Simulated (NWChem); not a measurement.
System: ScClF2; SMILES [F][Sc]([F])[Cl]

Here is an NWChem input.

```
start job
memory heap 200 mb stack 900 mb global 1100 mb
geometry units angstroms noautoz
  Sc     0.000000     0.000000    -0.374583
  F      0.000000     1.544569    -1.316350
  F      0.000000    -1.544569    -1.316350
  Cl     0.000000     0.000000     1.918506
end
basis spherical
  * library def2-svp
end
dft
  xc becke97-d
  disp vdw 2
  iterations 150
  mulliken
end
task dft energy
```

Coordinates come from a PBE0/def2-SVP optimisation.

Question: Predict the main results of this run. (B97-D/def2-SVP.) Quantities: energy (Ha); highest occupied level (eV); orbital gap (eV); dipole (D).

Answer: 
| Item | Result |
|---|---|
| energy (Ha) | -1420.53 |
| highest occupied level (eV) | -7.46 |
| orbital gap (eV) | 4.06 |
| dipole (D) | 0.78 |
